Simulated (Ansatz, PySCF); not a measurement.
Complex: HBr (SMILES Br) (first 2 atoms) with Si2H6 (SMILES [SiH3][SiH3]); geometry from B3LYP-D3(BJ)/def2-TZVP, rigid monomers moved along the line of their centres of mass till H2···H6 is 1.82 Å.
(charge 0, multiplicity 1):
```xyz
10

Br    -0.499     0.266    -0.204
H      0.261    -0.571     0.667
Si     0.749    -0.991     3.526
Si    -0.780     0.786     3.625
H      2.043    -0.608     4.139
H      1.018    -1.382     2.116
H      0.217    -2.184     4.228
H     -1.013     1.136     5.048
H     -2.067     0.390     3.009
H     -0.238     1.970     2.919
```

Interaction energies are E(AB) − E(A) − E(B) at the monomers' geometry in the complex; basis-set methods are counterpoise corrected.

Frozen-core correlation. Filled d and f shells under p-block atoms count as core.

Run with Ansatz (Gaussian basis) for Hartree–Fock, density functionals and correlated methods; PySCF for the dispersion terms. 

One of these levels gives -4.5 kJ/mol for the interaction energy. Which?
A. r2SCAN-D4/def2-TZVPPD
B. HF/def2-SVPD
C. MP2/def2-SVPD

A, r2SCAN-D4/def2-TZVPPD. The others give 13.1 (HF/def2-SVPD), -0.7 (MP2/def2-SVPD)

Ansatz is a quantum-chemistry and plane-wave program.
